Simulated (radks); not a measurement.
The boron ion B2+, [He] 2s1. Method: non-relativistic Kohn-Sham, exchange-only PBE, spin-polarised, spherical densities, point nucleus; computed with a radial shooting solver on a logarithmic mesh with Libxc functionals. Every spin shell is full or empty, so the densities are truly spherical. Functionals are evaluated on that one density, not self-consistently. Rank these exchange functionals by their error against the exact value of the orbitals, and give that value: LDA, B88, revPBE, RPBE, PW91, PW86, SOGGA, B86b, G96, TPSS, revTPSS, SCAN, TASK, MVS.

Answer. Exact: -3.21744 hartree. From best to worst, with 100 (|E| - |E exact|)/|E exact| (equal figures are ties): SCAN -0.05, G96 -0.08, revPBE +0.10, MVS -0.17, revTPSS +0.26, B88 -0.26, B86b -0.33, TPSS +0.39, RPBE +0.39, PW86 +0.51, PW91 -0.92, TASK -1.38, SOGGA -5.75, LDA -13.34.
